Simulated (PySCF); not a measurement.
## Worked example: chemical shift, span and skew from a shielding tensor

C2H8Si, SMILES C[SiH2]C. Atoms are numbered in the order given.

```xyz
11

Si     0.0000     0.0000    -0.5500
C      1.5525     0.0000     0.5124
C     -1.5525     0.0000     0.5124
H      0.0000     1.2076    -1.4373
H      0.0000    -1.2076    -1.4373
H      1.5877    -0.8906     1.1608
H      2.4626     0.0000    -0.1083
H      1.5877     0.8906     1.1608
H     -2.4626     0.0000    -0.1083
H     -1.5877    -0.8906     1.1608
H     -1.5877     0.8906     1.1608
```

The structure is a stationary point at r2SCAN-D4/def2-SVP. The isomer is the one that the SMILES or the coordinates give; other isomers of the formula were not compared.

GIAO shieldings from PBE0/pcSseg-1 (PySCF), non-relativistic, no solvent. The symmetric part of the tensor of Si1 has the principal values 356.2, 389.8, 430.3 ppm. The same nucleus in TMS has σ = 352.7 ppm at this level (PySCF, at its B3LYP-D3(BJ)/def2-TZVP geometry).

**Question.** Work out the isotropic shielding, the ²⁹Si shift against TMS, the span and the skew.

**Answer.** 
σ(iso) = (σ11 + σ22 + σ33)/3 = 392.1 ppm. δ = σ(ref) − σ(iso) = 352.7 − (392.1) = -39.4 ppm.
Span Ω = σ33 − σ11 = 74.1 ppm. Skew κ = 3(σ(iso) − σ22)/Ω = 0.09. Tumbling in solution averages the tensor to δ; in a static solid the shielding alone would spread this spin-1/2 line over Ω.
